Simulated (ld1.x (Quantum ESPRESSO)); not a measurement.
**Pseudopotential generation for lithium (Li): TM, PW91, scalar-relativistic.**

ld1.x (Quantum ESPRESSO) 7.5 was run on this input:

```
&input
   title='Li', zed=3., rel=1, dft='PW91', iswitch=3,
   config='[He] 2s1 2p0 3d-2',
   nld=3, rlderiv=4.55, eminld=-2.0, emaxld=5.0, deld=0.02
 /
 &inputp
   pseudotype=2, tm=.true., lloc=0,
   nlcc=.true., rcore=1.75,
   file_pseudopw='Li.UPF', file_wfcaegen='ae.wfc', file_wfcncgen='nc.wfc', file_beta='beta', file_chi='chi'
 /
3
2P  2  1   0.00   0.00  4.20  4.20  0.0
3D  3  2  -2.00   0.20  4.10  4.10  0.0
2S  1  0   1.00   0.00  3.35  3.35  0.0
 &test
   configts(1)='2s1 2p0'
 /
```

Command:

```bash
ld1.x < Li.in > Li.out
```

Resulting log (shortened: banner, matrices, multipoles, cross overlaps and the repeated all-electron block are left out):

```
Program LD1 v.7.5
     --------------------------- All-electron run ----------------------------

     Li
     scalar relativistic calculation

     atomic number is  3.00
     dft =PW91   lsd =0 sic =0 latt =0  beta=0.20 tr2=1.0E-14
     Exchange-correlation= PW91
                           (   1   4   2   2   0   0   0)
     mesh =1017 r(mesh) =  99.62247 a.u. xmin = -7.00 dx = 0.01250
     1 Ry =  13.60569312 eV, c = 137.03599908

     n l     nl                  e(Ry)          e(Ha)          e(eV)
     1 0     1S 1( 2.00)        -3.8248        -1.9124       -52.0389
     2 0     2S 1( 1.00)        -0.2123        -0.1062        -2.8885
     2 1     2P 1( 0.00)        -0.0817        -0.0408        -1.1113

     final scf error:  9.6E-15 reached in  17 iterations

     Etot =     -14.930285 Ry,      -7.465142 Ha,    -203.136870 eV

     Ekin =      14.831755 Ry,       7.415877 Ha,     201.796301 eV
     Encl =     -34.229183 Ry,     -17.114592 Ha,    -465.711764 eV
     Eh   =       8.069554 Ry,       4.034777 Ha,     109.791875 eV
     Exc  =      -3.602410 Ry,      -1.801205 Ha,     -49.013282 eV

     normalization and overlap integrals

     s(1S/1S) =  1.000000  <r> =   0.5811  <r2> =    0.4643  r(max) =   0.3593
     s(2S/2S) =  1.000000  <r> =   3.9162  <r2> =   18.3204  r(max) =   3.1233
     s(2P/2P) =  1.000000  <r> =   5.1058  <r2> =   32.2285  r(max) =   3.8628

     ------------------------ End of All-electron run ------------------------

     --------------------- Generating NC pseudopotential ---------------------

      Generating local pot.: lloc=0, matching radius rcloc =   3.3500

      Computing core charge for nlcc:

       r > 1.76 : true rho core
       r < 1.76 : rho core = a sin(br)/r    a=   0.10  b=   1.57

      Integrated core pseudo-charge :   0.13

      Wfc   2P  rcut= 4.164  Using Troullier-Martins method

      Wfc   3D  rcut= 4.061  Using Troullier-Martins method

     ------------------- End of pseudopotential generation -------------------

     Computing logarithmic derivative in   4.57294
     Computing logarithmic derivative in   4.57294
     Computing the partial wave expansion
       no projector for channel:   0
     R is outside the sphere for l=    1 j= 0.00
     R is outside the sphere for l=    2 j= 0.00

     ---------------------- Testing the pseudopotential ----------------------

     Li
     scalar relativistic calculation

     atomic number is  3.00   valence charge is  1.00
     dft =PW91   lsd =0 sic =0 latt =0  beta=0.20 tr2=1.0E-14
     mesh =1017 r(mesh) =  99.62247 xmin = -7.00 dx = 0.01250

     n l     nl             e AE (Ry)        e PS (Ry)    De AE-PS (Ry)
     1 0     2S   1( 1.00)       -0.21230       -0.21230        0.00000
     2 1     2P   1( 0.00)       -0.08168       -0.08168        0.00000

     eps = 3.8E-15  iter =  9

     Etot =     -14.930285 Ry,      -7.465142 Ha,    -203.136870 eV
     Etotps =    -0.431985 Ry,      -0.215993 Ha,      -5.877459 eV

     Ekin =       0.134422 Ry,       0.067211 Ha,       1.828904 eV
     Encl =      -0.526443 Ry,      -0.263221 Ha,      -7.162619 eV
     Ehrt =       0.231764 Ry,       0.115882 Ha,       3.153314 eV
     Ecxc =      -0.271729 Ry,      -0.135864 Ha,      -3.697059 eV
     (Ecc =      -0.043400 Ry,      -0.021700 Ha,      -0.590491 eV)

     ---------------------- End of pseudopotential test ----------------------
```

Generation and configuration tests took about 2.8 s on one core of a shared server CPU.

Transferability test of the new file with ld1.x, input:

```
&input
   title='Li', zed=3., rel=1, dft='PW91', iswitch=2,
   config='[He] 2s1 2p0 3d-2'
 /
 &test
   file_pseudo='Li.UPF', nconf=3,
   configts(1)='2s1 2p0',
   configts(2)='2s0.5 2p0',
   configts(3)='2s0 2p1'
 /
```

```bash
ld1.x < Li.test.in > Li.test.out
```

Pseudopotential blocks of its output, shortened (energy terms left out):

```
     ---------------------- Testing the pseudopotential ----------------------

     n l     nl             e AE (Ry)        e PS (Ry)    De AE-PS (Ry)
     1 0     2S   1( 1.00)       -0.21230       -0.21230        0.00000
     2 1     2P   1( 0.00)       -0.08168       -0.08168        0.00000

     eps = 9.9E-15  iter =  9

     Etot =     -14.930285 Ry,      -7.465142 Ha,    -203.136871 eV
     Etotps =    -0.431985 Ry,      -0.215993 Ha,      -5.877459 eV

     ---------------------- End of pseudopotential test ----------------------

          ---------------------- Testing the pseudopotential ----------------------

     n l     nl             e AE (Ry)        e PS (Ry)    De AE-PS (Ry)
     1 0     2S   1( 0.50)       -0.39345       -0.39124       -0.00221
     2 1     2P   1( 0.00)       -0.24697       -0.24393       -0.00304

     eps = 8.7E-15  iter = 13

     Etot =     -14.779255 Ry,      -7.389628 Ha,    -201.082011 eV
     Etotps =    -0.281337 Ry,      -0.140668 Ha,      -3.827782 eV
     dEtot_ae =       0.151029 Ry
     dEtot_ps =       0.150648 Ry,   Delta E=       0.000381 Ry

     ---------------------- End of pseudopotential test ----------------------

          ---------------------- Testing the pseudopotential ----------------------

     n l     nl             e AE (Ry)        e PS (Ry)    De AE-PS (Ry)
     1 0     2S   1( 0.00)       -0.24705       -0.24817        0.00112
     2 1     2P   1( 1.00)       -0.11578       -0.11583        0.00005

     eps = 6.8E-15  iter = 13

     Etot =     -14.798891 Ry,      -7.399446 Ha,    -201.349171 eV
     Etotps =    -0.300068 Ry,      -0.150034 Ha,      -4.082630 eV
     dEtot_ae =       0.131393 Ry
     dEtot_ps =       0.131917 Ry,   Delta E=      -0.000524 Ry

     ---------------------- End of pseudopotential test ----------------------
```
